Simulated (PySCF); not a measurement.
Mayer bond orders and bond lengths

Species: C6H8F3N.
Numbering: `[CH3:1]/[N:2]=[CH:3]/[C@@H:4]1[CH2:5][C@:6]1([F:7])[CH:8]([F:9])[F:10]` (hydrogens: H11, H12, H13 on C1; H14 on C3; H15 on C4; H16, H17 on C5; H18 on C8)

Geometry (GFN2-xTB, Å), atoms numbered from 1 in this order:
```
atom  x, y, z in Å
C1     2.8533    0.8983    0.9836
N2     1.6104    0.2818    1.3122
C3     0.8116   -0.0652    0.4085
C4    -0.4682   -0.6994    0.7600
C5    -1.1185   -1.6773   -0.1898
C6    -1.7249   -0.3286    0.0096
F7    -2.8810   -0.2730    0.7425
C8    -1.7538    0.7252   -1.0768
F9    -1.1498    0.2883   -2.2064
F10   -1.0899    1.8487   -0.7144
H11    3.0158    1.0141   -0.0963
H12    2.8802    1.8773    1.4632
H13    3.6545    0.2970    1.4147
H14    1.0142    0.0699   -0.6640
H15   -0.5923   -0.8677    1.8220
H16   -0.6344   -1.8737   -1.1346
H17   -1.6473   -2.5180    0.2309
H18   -2.7886    1.0085   -1.3234
```

Bond orders from the PBE0/pcSseg-1 density (PySCF). Geometry: GFN2-xTB, one conformer, isolated molecule.

Question: How far do the computed orders between heavy atoms stray from the drawn ones?

Answer: The largest departure is 0.109, at C6–C4 (drawn single, 0.891).

Question: Set the Mayer orders of the bonds between heavy atoms beside their lengths.

Answer: 
| bond | drawn as | length (Å) | Mayer order |
| --- | --- | --- | --- |
| C1–N2 | single | 1.426 | 0.996 |
| N2–C3 | double | 1.255 | 1.905 |
| C3–C4 | single | 1.471 | 0.994 |
| C4–C5 | single | 1.510 | 0.897 |
| C5–C6 | single | 1.492 | 0.934 |
| C6–F7 | single | 1.370 | 0.904 |
| C6–C8 | single | 1.514 | 0.961 |
| C8–F9 | single | 1.353 | 0.940 |
| C8–F10 | single | 1.354 | 0.950 |
| C6–C4 | single | 1.510 | 0.891 |

By pair of heavy elements: C–N: lowest C1–N2 (0.996, 1.426 Å), highest N2–C3 (1.905, 1.255 Å). C–C: lowest C6–C4 (0.891, 1.510 Å), highest C3–C4 (0.994, 1.471 Å); in 3 of the 10 pairs the longer bond (by over 0.003 Å) has the higher order (by 0.02 or more). C–F: lowest C6–F7 (0.904, 1.370 Å), highest C8–F10 (0.950, 1.354 Å).

Question: And the bonds to hydrogen?

Answer: C–H: 0.91 to 0.96 (8 bonds).

Question: Sum the orders of all bonds at each heavy atom with more than one neighbour and set the sums beside the valence in the SMILES.

Answer: C1 3.859 (drawn 4), N2 2.901 (drawn 3), C3 3.813 (drawn 4), C4 3.725 (drawn 4), C5 3.708 (drawn 4), C6 3.690 (drawn 4), C8 3.796 (drawn 4). Orders between atoms that aren't bonded are not in these sums.

Mayer orders depend on the basis set.
